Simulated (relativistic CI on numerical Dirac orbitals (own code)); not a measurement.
**d1 to d9 in one octahedral field**

Computed with a parametric ligand-field model without spin-orbit coupling, by exact diagonalisation: B = 550, C = 2310, 10Dq = 21700 cm⁻¹ (Oh; |10Dq|/B = 39.5) for every shell. Energies in cm⁻¹; the field energy is (0.6 n_e − 0.4 n_t2) × 10Dq of the ground term; g labels are left out.

```tsv
Shell	Ground term	Electrons in e	Field energy	First spin-allowed bands	Lowest term of other spin
d1	2T2	0.000	-8680	2E 21700	
d2	3T1	0.015	-17042	3T2 20453, 3T1 27455	1T2 8152
d3	4A2	0.000	-26040	4T2 21700, 4T1 27673	2E 11171
d4	3T1	0.023	-34227	3E 19566, 3T1 20147	1T2 6790
d5	2T2	0.042	-42494	2A2 18839, 2T1 19033	4T1 10777
d6	1A1	0.031	-51400	1T1 20112, 1T2 27637	3T1 15183
d7	2E	1.022	-38583	2T1 19978, 2T2 20519	4T1 10509
d8	3A2	2.000	-26040	3T2 21700, 3T1 27673	1E 8938
d9	2E	3.000	-13020	2T2 21700
```

Low spin: d4, d5, d6, d7; the other shells keep the spin of the free ion. Only d4 to d7 can choose; the field needed to pair spins is smallest for d6 and largest for d5, which loses most exchange energy. In the strong-field picture 10Dq must exceed about 6B + 5C = 14850 (d4), 7.5B + 5C = 15675 (d5), 2.5B + 4C = 10615 (d6) and 4B + 4C = 11440 (d7); mixing of terms shifts these bounds somewhat.
